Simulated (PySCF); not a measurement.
# Se (selenium, neutral): UHF calculation

Configuration: [Ar] 3d10 4s2 4p4, high-spin 3P determinant. All numbers are calculated (PySCF 2.14, scalar relativity by spin-free X2C-1e, in Sapporo-DKH3-DZP-2012 (6s5p3d1f, 43 functions)).

| Property | Result |
| --- | --- |
| Total energy | -2428.010329 hartree |
| One-electron energy | -3379.1733 hartree |
| Hartree (Coulomb) energy | 1038.0747 hartree |
| Exchange energy | -86.9118 hartree |
| ⟨S²⟩ | 2.0077 |
| ⟨L²⟩ | 2.025 |
| Sum of ⟨r⟩ | 25.26 bohr |
| Sum of ⟨r²⟩ | 40.69 bohr² |
| Traceless quadrupole moment −½Σ⟨3z² − r²⟩ along its main axis | -2.80 e·bohr² |
| Langevin diamagnetic susceptibility | -32.2 ×10⁻⁶ cm³/mol |
| Time after the integrals | 0.16 s of wall time on 1 thread of Neoverse-V1 (shared host) |

| shell | electrons | mean orbital energy (hartree) | spread (hartree) | rms radius, mean of both spins (bohr) |
| --- | --- | --- | --- | --- |
| 1s α | 1 | -468.06856 | 0 | 0.0508 |
| 1s β | 1 | -468.06153 | 0 | 0.0508 |
| 2s α | 1 | -62.33864 | 0 | 0.212 |
| 2s β | 1 | -62.33526 | 0 | 0.212 |
| 2p α | 3 | -54.66524 | 0.00629 | 0.189 |
| 2p β | 3 | -54.65746 | 0.00252 | 0.189 |
| 3s α | 1 | -9.22068 | 0 | 0.613 |
| 3s β | 1 | -9.20712 | 0 | 0.613 |
| 3p α | 3 | -6.73333 | 0.02074 | 0.636 |
| 3p β | 3 | -6.71487 | 0.00241 | 0.636 |
| 3d α | 5 | -2.60119 | 0.01968 | 0.696 |
| 3d β | 5 | -2.59167 | 0.01068 | 0.696 |
| 4s α | 1 | -0.95813 | 0 | 1.97 |
| 4s β | 1 | -0.76378 | 0 | 1.97 |
| 4p α | 3 | -0.42479 | 0.06204 | 2.48 |
| 4p β | 1 | -0.34232 | 0 | 2.48 |

Densities and radii are taken from the X2C orbitals without a picture-change correction, which distorts them close to the nucleus.
